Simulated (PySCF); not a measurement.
Computed with PySCF, PBE0, basis Sn def2-TZVP with ECP28, Cl def2-TZVP (scalar-relativistic core potentials, no spin–orbit coupling, density fitting).

Each entry is the lowest minimum that a search over a few typed start shapes (and spin states, where more than one is plausible) found, or that minimum re-optimised at the stated level; isomers with ligand–ligand bonds, or fragments after loss of a ligand pair, can lie lower. Open shells are unrestricted.

SnCl2 is a singlet of C2v symmetry with Sn–Cl 2.363 Å (×2); Cl–Sn–Cl 98.6°. Its wavenumbers are 120, 342, 359 cm⁻¹.

(1) What changes when one electron is removed, giving SnCl₂⁺?

Results:

(1) It costs 9.84 eV between the minima (9.84 eV with zero-point energy). SnCl₂⁺ is a doublet of C2v symmetry with Sn–Cl 2.272 Å (×2); Cl–Sn–Cl 120.0°; wavenumbers 93, 368, 402 cm⁻¹.

Spin–orbit coupling, left out here, can matter for elements this heavy.
